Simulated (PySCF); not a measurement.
Threshold energies of ZnSe in a plasma

PBE in PySCF with def2-TZVPPD on every atom, for the lowest determinant that a PBE0 search found; no spin–orbit coupling.

```
species  state (unpaired electrons)  Re (Å)  ωe (cm⁻¹)  energy of the minimum from the neutral (eV)  De (eV)  dissociates to
   ZnSe      singlet (closed shell)   2.188        323                                         0.00     1.40         Zn + Se
  ZnSe⁺               doublet (π ↑)   2.290        277                                         8.39     2.41        Zn⁺ + Se
  ZnSe⁻               doublet (σ ↑)   2.284        269                                        -2.30     1.58        Zn + Se⁻
```

Problem. Work out the lowest energy to break ZnSe into atoms, from its vibrational ground state.

Solution. D0 = De − ωe/2 = 1.40 − 0.02 = 1.38 eV (PBE/def2-TZVPPD).

Problem. Work out the ionisation energy of the Zn atom at this level and the threshold of dissociative ionisation.

Solution. IE(Zn) = 8.39 + 2.41 − 1.40 = 9.40 eV, so Zn⁺ + Se + e⁻ appears at D0 + IE(Zn) = 10.78 eV (PBE/def2-TZVPPD). The measured IE(Zn) is 9.394 eV (NIST ASD).

Problem. Work out the electron affinity of the Se atom and the threshold of dissociative attachment.

Solution. EA(Se) = 1.40 − 1.58 − (-2.30) = 2.12 eV, so Zn + Se⁻ needs D0 − EA(Se) = -0.74 eV (negative: it is exothermic at zero electron energy) (PBE/def2-TZVPPD). The measured EA(Se) is 2.021 eV.

Problem. At which energy does ion-pair formation open?

Solution. Zn⁺ + Se⁻ lies at D0 + IE(Zn) − EA(Se) = 8.66 eV (PBE/def2-TZVPPD).

These are thermodynamic thresholds; the onsets seen under electron impact lie higher where the geometry changes, and cross-sections peak well above them.

For an ion De counts to the pair picked by the measured ionisation energies or electron affinities, which need not be the lowest pair at this level. The highest Kohn–Sham level is positive in this anion. Much of that is self-interaction error, but it also means that the finite basis helps to hold the extra electron. States were picked by a PBE0 search and need not be the measured ground states.
